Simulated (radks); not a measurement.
The numbers below are computed, except where a source is named.
Question: The mean radii <r> (bohr) of the occupied orbitals of an atom or ion are listed with their occupations. Code: a radial shooting solver on a logarithmic mesh with Libxc functionals. Model: scalar-relativistic Kohn-Sham, TASK exchange with Perdew-Wang LDA correlation, spin-polarised, spherical densities, finite nucleus; meta-GGA in the generalised Kohn-Sham scheme; Fermi nuclear charge, rms radius of each element as measured or else 0.836 A^(1/3) + 0.57 fm.

| orbital | occ. | <r> |
|---|---|---|
| 1s down | 1 | 0.04281 |
| 1s up | 1 | 0.04281 |
| 2s up | 1 | 0.1897 |
| 2s down | 1 | 0.1891 |
| 2p up | 3 | 0.1656 |
| 2p down | 3 | 0.1650 |
| 3s up | 1 | 0.5257 |
| 3s down | 1 | 0.5289 |
| 3p up | 3 | 0.5266 |
| 3p down | 3 | 0.5308 |
| 3d up | 5 | 0.5049 |
| 3d down | 1 | 0.5125 |

Name the element and its charge. Open shells, if any, are filled with parallel spins first.

Answer: Z = 35, bromine, charge +11: Br11+ in [Ar] 3d6. The 1s radius gives Z: for a bare nucleus <r> = (2 gamma + 1)/(2Z) with gamma = sqrt(1 - (Z/c)^2), 0.04191 bohr for Z = 35, and screening makes it slightly larger (0.04281 here). The occupations add up to 24, and the charge is Z minus that.
